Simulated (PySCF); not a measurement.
BH3N, SMILES B=[NH2+], charge +1.

The structure is a stationary point at TPSSh-D3(BJ)/def2-TZVP. The isomer is the one that the SMILES or the coordinates give; other isomers of the formula were not compared.

The numbers are results of TDA-PBE0/def2-TZVPD (PySCF), not measurements.

Vertical excitations. Isolated molecule, no solvent. State labels are in the subgroup C2v.

Q: List the lowest excited states. (Estimate from the structure and the level; the computed values follow.)

A: 
```json
[
 {"state": "S1", "symmetry": "A2", "energy (eV)": "5.85", "λ (nm)": "212", "f": "0.000", "main pairs": "HOMO→LUMO 100 %"},
 {"state": "S2", "symmetry": "A1", "energy (eV)": "9.31", "λ (nm)": "133", "f": "0.188", "main pairs": "HOMO→LUMO+1 83 %, HOMO−2→LUMO 14 %"},
 {"state": "S3", "symmetry": "B2", "energy (eV)": "9.34", "λ (nm)": "133", "f": "0.050", "main pairs": "HOMO−1→LUMO 97 %"},
 {"state": "S4", "symmetry": "B1", "energy (eV)": "9.92", "λ (nm)": "125", "f": "0.051", "main pairs": "HOMO→LUMO+2 97 %"},
 {"state": "S5", "symmetry": "B1", "energy (eV)": "11.10", "λ (nm)": "112", "f": "0.087", "main pairs": "HOMO−1→LUMO+1 88 %"},
 {"state": "S6", "symmetry": "A2", "energy (eV)": "11.77", "λ (nm)": "105", "f": "0.000", "main pairs": "HOMO→LUMO+4 98 %"},
 {"state": "S7", "symmetry": "B1", "energy (eV)": "12.09", "λ (nm)": "103", "f": "0.012", "main pairs": "HOMO→LUMO+3 69 %, HOMO→LUMO+5 23 %"},
 {"state": "S8", "symmetry": "A1", "energy (eV)": "12.47", "λ (nm)": "99", "f": "0.356", "main pairs": "HOMO−2→LUMO 79 %"},
 {"state": "S9", "symmetry": "B2", "energy (eV)": "12.61", "λ (nm)": "98", "f": "0.097", "main pairs": "HOMO−3→LUMO 90 %"},
 {"state": "S10", "symmetry": "B1", "energy (eV)": "12.65", "λ (nm)": "98", "f": "0.025", "main pairs": "HOMO→LUMO+5 73 %, HOMO→LUMO+3 25 %"},
 {"state": "T1", "symmetry": "A2", "energy (eV)": "5.50", "λ (nm)": "226", "f": "0", "main pairs": "HOMO→LUMO 99 %"},
 {"state": "T2", "symmetry": "A1", "energy (eV)": "6.32", "λ (nm)": "196", "f": "0", "main pairs": "HOMO→LUMO+1 98 %"},
 {"state": "T3", "symmetry": "B2", "energy (eV)": "7.62", "λ (nm)": "163", "f": "0", "main pairs": "HOMO−1→LUMO 98 %"},
 {"state": "T4", "symmetry": "B1", "energy (eV)": "9.24", "λ (nm)": "134", "f": "0", "main pairs": "HOMO→LUMO+2 73 %, HOMO−1→LUMO+1 24 %"}
]
```
Triplets are in the Tamm–Dancoff approximation.
